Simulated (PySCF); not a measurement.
PySCF input for NbO2F, SMILES [F][Nb](=[O])=[O], multiplicity 1, PBE-D3(BJ)/def2-TZVP. The structure is a stationary point at PBE-D3(BJ)/def2-TZVP. The multiplicity is an assumed one; other spin states were not compared. The def2 effective core potentials stand for the cores of Nb; spin–orbit coupling is left out.

```python
import numpy as np
from pyscf import gto, scf, dft, df
from pyscf.hessian import thermo

mol = gto.M(
    atom='''
    Nb   -0.04569362   -0.21697940    0.00000000
    O    -0.88991105    0.38087185    1.38378629
    O    -0.88991107    0.38087185   -1.38378628
    F     1.79022391    0.31135619   -0.00000001
    ''',
    basis='def2-TZVP',
    ecp={'Nb': 'def2-tzvp'},
    charge=0,
    spin=0,
    max_memory=1600,
    verbose=3,
)
mf = dft.RKS(mol, xc='pbe').density_fit(auxbasis='def2-universal-jkfit')
mf.disp = 'd3bj'
mf.grids.level = 3
mf.conv_tol = 1e-11
mf.max_cycle = 100
mf.kernel()

# [left out here: the lines that compute and print the analytic Hessian (its translational invariance restored by hand, since the grid's response is missing), thermochemistry and intensities]
```

Program output:

```
converged SCF energy = -307.328708649588

WARN: DFTD3 does not support analytical Hessian, using finite difference


WARN: Mole.unit (angstrom) is changed to Bohr

Mode                                 0                   1                   2
Irrep
Freq [cm^-1]                      178.9758            215.3931            335.1485
Reduced mass [au]                  21.6566             19.0338             17.4558
Force const [Dyne/A]                0.4087              0.5203              1.1552
Char temp [K]                     257.5063            309.9026            482.2040
Normal mode                   x     y     z       x     y     z       x     y     z
       0  Nb                -0.01 -0.05 -0.00    0.00  0.00 -0.03    0.02 -0.02  0.00
       1   O                 0.07  0.10 -0.01    0.11  0.04  0.01   -0.10  0.06 -0.12
       2   O                 0.07  0.10  0.01   -0.11 -0.04  0.01   -0.10  0.06  0.12
       3   F                -0.07  0.09  0.00    0.00 -0.00  0.15    0.04  0.00 -0.00
Mode                                 3                   4                   5
Irrep
Freq [cm^-1]                      644.6465            938.7535            978.2105
Reduced mass [au]                  22.3071             18.9796             17.7235
Force const [Dyne/A]                5.4618              9.8546              9.9923
Char temp [K]                     927.5028           1350.6572           1407.4272
Normal mode                   x     y     z       x     y     z       x     y     z
       0  Nb                 0.04  0.01  0.00   -0.00  0.00  0.05    0.03 -0.02  0.00
       1   O                -0.01 -0.00 -0.02    0.07 -0.06 -0.13   -0.09  0.06  0.13
       2   O                -0.01 -0.00  0.02   -0.07  0.06 -0.13   -0.09  0.06 -0.13
       3   F                -0.19 -0.06 -0.00   -0.00 -0.00 -0.00    0.01  0.00 -0.00
temperature 298.1500 [K]
pressure 101325.00 [Pa]
Rotational constants [GHz] 7.01002 5.19728 3.42191
Symmetry number 1
Zero-point energy (ZPE) 0.00750 [Eh]   19685.316 [J/mol]
                           tot       elec      trans        rot        vib
Entropy [J/mol/K]       302.645      0.000    170.719    106.101     25.825
Cv [J/mol/K]             54.569      0.000     12.472     12.472     29.626
Cp [J/mol/K]             62.884      0.000     20.786     12.472     29.626
Internal energy [J/mol]                      3718.434   3718.434  24235.620
Internal energy [Eh]   -307.31665  -307.32871
Enthalpy [J/mol]                             6197.391   3718.434  24235.620
Enthalpy [Eh]          -307.31570
Gibbs free energy [J/mol]                  -44702.589 -27915.499  16535.828
Gibbs free energy [Eh] -307.35007
mode   freq/cm-1   IR/(km/mol)
   1      178.98        49.470
   2      215.39         5.135
   3      335.15         4.218
   4      644.65       130.783
   5      938.75       230.273
   6      978.21        64.082
max |gradient| / (hartree/bohr): 0.00012169160871092276
APT charges: [ 2.1148 -0.7299 -0.7299 -0.655 ]
```

The calculation finished and met its thresholds.
